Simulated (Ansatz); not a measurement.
# Which is lower?

The two ends of one reaction step of SiHCl4, doublet (PBE0-D4/def2-TZVP).

A:

```json
{"atom": "Cl1", "x (Å)": "-1.1143", "y (Å)": "0.2282", "z (Å)": "2.3355"}
{"atom": "Si2", "x (Å)": "0.4743", "y (Å)": "-0.0951", "z (Å)": "-0.9965"}
{"atom": "Cl3", "x (Å)": "1.7196", "y (Å)": "-1.7142", "z (Å)": "-0.9991"}
{"atom": "Cl4", "x (Å)": "-0.9674", "y (Å)": "-0.3438", "z (Å)": "-2.4219"}
{"atom": "Cl5", "x (Å)": "1.5512", "y (Å)": "1.5917", "z (Å)": "-1.4055"}
{"atom": "H6", "x (Å)": "-1.6635", "y (Å)": "0.3330", "z (Å)": "3.4875"}
```

B:

```
atom    x (Å)    y (Å)    z (Å)
 Cl1  -0.4565   0.1069   0.9913
 Si2   0.4012  -0.0770  -0.8301
 Cl3   1.6307  -1.6815  -0.8370
 Cl4  -1.0362  -0.3235  -2.2299
 Cl5   1.4667   1.5900  -1.2447
  H6  -2.0059   0.3850   4.1504
```

Program: Ansatz 0.2.0. Basis: def2-TZVPP. Cores are frozen in the correlated methods; orbitals are unrestricted. B3LYP uses VWN-RPA correlation.

Problem. Which structure is lower at CCSD(T), and by how much? (An estimate is asked for; the value comes from the calculation.)

Solution. The calculation gives: B, by 11.3 kJ/mol (electronic energy, against the other). By their contacts, A is a complex of SiCl₃ ([Cl][Si]([Cl])[Cl]) + HCl and B is a complex of SiCl₄ ([Cl][Si]([Cl])([Cl])[Cl]) + H.

Problem. Do the other methods give the same order? (Judge from chemistry; the calculation decides.)

Solution. By the calculation: Not all: BLYP-D4, B3LYP-D4 give the other order.

| method | E(B) − E(A) (kJ/mol) |
| --- | --- |
| SPW92 | -2.8 |
| PBE-D4 | -1.9 |
| BLYP-D4 | 11.2 |
| r2SCAN-D4 | -4.0 |
| B97M-V | -14.4 |
| PBE0-D4 | -11.2 |
| B3LYP-D4 | 4.0 |
| r2SCAN0-D4 | -7.1 |
| BHLYP-D4 | -8.7 |
| CAM-B3LYP-D4 | -3.5 |
| wB97X-V | -19.5 |
| wB97M-V | -20.8 |
| B2PLYP | -5.1 |
| PBE-QIDH | -23.6 |
| RPA on PBE | -0.4 |
| HF | -25.1 |
| MP2 | -34.6 |
| CCSD | -7.7 |
| CCSD(T) | -11.3 |

No T1 diagnostic of these runs exceeds 0.011. ⟨S²⟩ of the unrestricted Hartree–Fock references: 0.75 to 0.76 (a pure state has 0.75).

Labels in which every atom is bracketed show which atoms are joined, not bond orders.

For scale, one of the runs: CCSD(T)/def2-TZVPP, 224 basis functions, launched by `ansatz run in.yaml --threads 8 --pin off --events-out ev --progress --plain --max-ram 19148MiB`. The run took 3.2 min on 8 CPU threads of an Arm Neoverse V2 (shared host), with 8.4 GiB of host memory at its peak.
